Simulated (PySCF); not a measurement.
PySCF input (BP86/def2-TZVPD):

```python
from pyscf import gto, scf, dft

mol = gto.M(
    atom='''
    Li   -0.00000000   -0.00000000   -0.42399676
    H     0.00000000    0.00000000    1.27199027
    ''',
    basis='def2-tzvpd',
    charge=-1,
    spin=1,
    symmetry='C2v',
    verbose=4,
)

mf = dft.UKS(mol, xc='bp86').density_fit(auxbasis='def2-universal-jkfit')
mf.grids.level = 3
mf.conv_tol = 1e-9
mf.max_cycle = 100
mf.max_memory = 1500
mf.kernel()
if not mf.converged:
    mf = mf.newton()
    mf.kernel(mf.make_rdm1())
mf.analyze()
```

End of the output:

```
Extra cycle  E= -8.08570339686984  delta_E= -3.56e-12  |g|= 1.58e-06  |ddm|= 9.75e-06
converged SCF energy = -8.08570339686984  <S^2> = 0.75035343  2S+1 = 2.0003534
**** SCF Summaries ****
Total Energy =                          -8.085703396869837
Nuclear Repulsion Energy =               0.936051753155211
One-electron Energy =                  -13.025437696909016
Two-electron Energy =                    4.003682546883967
Two-electron Coulomb Energy =            6.321422061843592
DFT Exchange-Correlation Energy =       -2.317739514959625
HOMO-LUMO gap [eV] =                     1.016569458969070
Wave-function symmetry = A1
alpha occupancy for each irrep:     A1   B1   B2
                                     3    0    0
beta  occupancy for each irrep:     A1   B1   B2
                                     2    0    0
**** MO energy ****
alpha MO #1 (A1 #1), energy= -1.68373733052044 occ= 1
alpha MO #2 (A1 #2), energy= -0.0166227726458321 occ= 1
alpha MO #3 (A1 #3), energy= 0.0552305581122023 occ= 1
alpha MO #4 (B1 #1), energy= 0.09434211777479 occ= 0
alpha MO #5 (B2 #1), energy= 0.0943421177747902 occ= 0
alpha MO #6 (A1 #4), energy= 0.122642120042493 occ= 0
alpha MO #7 (B1 #2), energy= 0.178092277875374 occ= 0
alpha MO #8 (B2 #2), energy= 0.178092277875374 occ= 0
alpha MO #9 (A1 #5), energy= 0.185970607433434 occ= 0
alpha MO #10 (A1 #6), energy= 0.254249723814982 occ= 0
alpha MO #11 (B1 #3), energy= 0.299520604609693 occ= 0
alpha MO #12 (B2 #3), energy= 0.299520604609693 occ= 0
alpha MO #13 (A1 #7), energy= 0.332019238728933 occ= 0
alpha MO #14 (A1 #8), energy= 0.629534740185143 occ= 0
alpha MO #15 (B1 #4), energy= 0.686607951709946 occ= 0
alpha MO #16 (B2 #4), energy= 0.686607951709947 occ= 0
alpha MO #17 (A1 #9), energy= 0.76941697651394 occ= 0
alpha MO #18 (A1 #10), energy= 1.48171583075668 occ= 0
alpha MO #19 (B1 #5), energy= 1.76853332131641 occ= 0
alpha MO #20 (B2 #5), energy= 1.76853332131641 occ= 0
alpha MO #21 (A1 #11), energy= 1.89096125723584 occ= 0
alpha MO #22 (A1 #12), energy= 2.65673459694987 occ= 0
alpha MO #23 (B1 #6), energy= 5.88578655638924 occ= 0
alpha MO #24 (B2 #6), energy= 5.88578655638924 occ= 0
alpha MO #25 (A1 #13), energy= 5.98720197570317 occ= 0
alpha MO #26 (A1 #14), energy= 14.0368905452713 occ= 0
beta  MO #1 (A1 #1), energy= -1.68183736849486 occ= 1
beta  MO #2 (A1 #2), energy= -0.0138696092895567 occ= 1
beta  MO #3 (A1 #3), energy= 0.0925887969840447 occ= 0
beta  MO #4 (B1 #1), energy= 0.104058639223119 occ= 0
beta  MO #5 (B2 #1), energy= 0.10405863922312 occ= 0
beta  MO #6 (A1 #4), energy= 0.130610795915053 occ= 0
beta  MO #7 (B1 #2), energy= 0.189868024451238 occ= 0
beta  MO #8 (B2 #2), energy= 0.189868024451238 occ= 0
beta  MO #9 (A1 #5), energy= 0.213821219484368 occ= 0
beta  MO #10 (A1 #6), energy= 0.269861213405268 occ= 0
beta  MO #11 (B1 #3), energy= 0.308454930441426 occ= 0
beta  MO #12 (B2 #3), energy= 0.308454930441426 occ= 0
beta  MO #13 (A1 #7), energy= 0.34373672682817 occ= 0
beta  MO #14 (A1 #8), energy= 0.638968324107656 occ= 0
beta  MO #15 (B1 #4), energy= 0.69247443712895 occ= 0
beta  MO #16 (B2 #4), energy= 0.69247443712895 occ= 0
beta  MO #17 (A1 #9), energy= 0.779222189331977 occ= 0
beta  MO #18 (A1 #10), energy= 1.49057055337419 occ= 0
beta  MO #19 (B1 #5), energy= 1.77332506147175 occ= 0
beta  MO #20 (B2 #5), energy= 1.77332506147175 occ= 0
beta  MO #21 (A1 #11), energy= 1.89619448079826 occ= 0
beta  MO #22 (A1 #12), energy= 2.66321724801811 occ= 0
beta  MO #23 (B1 #6), energy= 5.8871029156001 occ= 0
beta  MO #24 (B2 #6), energy= 5.8871029156001 occ= 0
beta  MO #25 (A1 #13), energy= 5.9902101247419 occ= 0
beta  MO #26 (A1 #14), energy= 14.0394294122343 occ= 0
 ** Mulliken pop alpha/beta on meta-lowdin orthogonal AOs **
 ** Mulliken pop       alpha | beta **
pop of  0 Li 1s        0.99972 | 0.99958
pop of  0 Li 2s        0.76800 | 0.23262
pop of  0 Li 3s        0.01440 | 0.00067
pop of  0 Li 4s        0.01814 | 0.00086
pop of  0 Li 5s        0.00014 | 0.00008
pop of  0 Li 2px       0.00000 | 0.00000
pop of  0 Li 2py       0.00000 | 0.00000
pop of  0 Li 2pz       0.24007 | 0.02844
pop of  0 Li 3px       0.00000 | 0.00000
pop of  0 Li 3py       0.00000 | 0.00000
pop of  0 Li 3pz       0.03528 | 0.00038
pop of  0 Li 4px       0.00000 | 0.00000
pop of  0 Li 4py       0.00000 | 0.00000
pop of  0 Li 4pz       0.02886 | 0.00029
pop of  0 Li 5px       0.00000 | 0.00000
pop of  0 Li 5py       0.00000 | 0.00000
pop of  0 Li 5pz       0.00720 | 0.00092
pop of  1 H 1s        0.81350 | 0.71855
pop of  1 H 2s        0.06469 | 0.01462
pop of  1 H 3s        0.00505 | 0.00228
pop of  1 H 2px       0.00000 | 0.00000
pop of  1 H 2py       0.00000 | 0.00000
pop of  1 H 2pz       0.00351 | 0.00046
pop of  1 H 3px       0.00000 | 0.00000
pop of  1 H 3py       0.00000 | 0.00000
pop of  1 H 3pz       0.00143 | 0.00026
In total             3.00000 | 2.00000
 ** Mulliken atomic charges   ( Nelec_alpha | Nelec_beta ) **
charge of  0Li =     -0.37566  (     2.11182      1.26384 )
charge of  1H =     -0.62434  (     0.88818      0.73616 )

WARN: System has nonzero charge -1; the dipole moment is origin-dependent.
Location of origin: [0. 0. 0.]

Dipole moment(X, Y, Z, Debye):  0.00000,  0.00000,  2.49036
```
